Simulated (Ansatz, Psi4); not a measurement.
## Predicting a hybrid from its neighbours: KCl

KCl: 2 atoms, total charge 0, spin state singlet. As SMILES, `[Cl][K]`. The shape is that of a PBE0-D4/def2-TZVP optimisation.

The HOMO–LUMO gap y, in eV, basis def2-TZVPPD; a is the functional's share of exact exchange. Programs: Ansatz 0.2.0, Psi4 1.11.

```
functional  program     a  y (eV)
    r2SCAN   Ansatz     0    3.92
      BLYP   Ansatz     0    2.76
     TPSSh     Psi4   0.1       ?
     B3LYP   Ansatz   0.2    4.20
   r2SCAN0   Ansatz  0.25    5.33
      PBE0   Ansatz  0.25    4.72
     BHLYP   Ansatz   0.5    6.12
```

Fit y = c + s·a to the known rows and predict TPSSh.


1. Means of the 6 rows: a = 0.2000, y = 4.508.
2. Σ(Δa)² = 0.175, Σ(Δa·Δy) = 1.0025, so the slope is 1.0025/0.175 = 5.7286.
3. Intercept: 4.508 − (5.7286) × 0.2000 = 3.362. The largest residual of the fit is 0.60.
4. TPSSh: 3.362 + (5.7286) × 0.1 = 3.93 eV.

The run gave 3.82 eV, so the prediction is off by +0.11 eV, within the largest residual. Exact exchange lowers occupied levels and raises empty ones. The rows mix families of semi-local functionals, which the line can't see.
